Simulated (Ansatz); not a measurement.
Ansatz (a quantum-chemistry and plane-wave program) input:

Ansatz 0.2 input:
```yaml
crystal:
  periodic: [false, false, false]
  atoms:
    - {symbol: Be, position_ang: [-0.28147422, 0.00597278, 0.16614737]}
    - {symbol: H, position_ang: [0.98409984, -0.59325155, 0.40208507]}
    - {symbol: H, position_ang: [0.14179705, 0.56936044, -1.06667454]}
basis:
  gaussian:
    orbitals: def2-TZVPD
hamiltonian:
  xc: {name: BLYP}
total_charge: 1
magnetization: {spin_polarized: true, initial_magnetization: 1}
output: {forces: true}
```

**Question.** Which total energy does the run end on?

**Answer.** -15.48018 Eh (BLYP/def2-TZVPD). The basis has 40 functions.
